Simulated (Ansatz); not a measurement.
`OCBBr` + H–F → `FBBr` + CH₃OH at 400 K and 1 bar (ligand exchange at a B–C bond).

Isolated molecules relaxed with PBE0-D4/def2-TZVP in Ansatz; ΔE leaves out vibrations. CCSD(T)/CBS adds triple-zeta CCSD(T) − MP2 to the extrapolated MP2 energy (def2 sets, frozen cores). This one scheme is used for every species. For Br outer-core shells are correlated without core-valence functions, which leaves a few kJ/mol of doubt a bond. Scalar relativity is left out up to krypton. One conformer a species, not always the lowest.

| species | CCSD(T)/CBS energy (Eh) | H − E (kJ/mol) | S (J/(mol·K)) |
| --- | --- | --- | --- |
| `OCBBr` | -2713.76327 | 168.9 | 342.9 |
| H–F | -100.39570 | 36.5 | 182.2 |
| `FBBr` | -2698.59010 | 58.3 | 288.8 |
| CH₃OH | -115.61712 | 151.2 | 252.6 |

H − E and S are ideal-gas, rigid-rotor, harmonic terms from PBE0-D4/def2-TZVP, for one conformer and one mirror image of each species. 1 Eh = 2625.50 kJ/mol, R = 8.31446 J/(mol·K).

Question: By hand: ΔE, ΔH, ΔS and ΔG.

Answer: ΔE = (-2698.59010) + (-115.61712) − (-2713.76327) − (-100.39570) = -0.04825 Eh = -126.7 kJ/mol. Δ(H − E) = 58.3 + 151.2 − 168.9 − 36.5 = 4.1, so ΔH = -122.6 kJ/mol. ΔS = 288.8 + 252.6 − 342.9 − 182.2 = 16.3 J/(mol·K). ΔG = -122.6 − 400 × (16.3)/1000 = -129.1 kJ/mol.

Question: By hand: the equilibrium constant, and the temperature at which ΔG would vanish if ΔH and ΔS stayed fixed.

Answer: log₁₀ K = −ΔG/(RT ln 10) = 16.9. ΔH and −TΔS have one sign here, so there is no such temperature.

ΔH outweighs TΔS. A doubt of 5 kJ/mol in ΔE shifts log₁₀ K by 0.7 here. Other conformers and mirror images would add mixing entropy, several J/(mol·K) or more a flexible species. These are equilibria of isolated gas molecules and say nothing of rates. Largest T1 diagnostic: 0.011 (customary marks: 0.02 for closed shells, 0.045 for open ones).
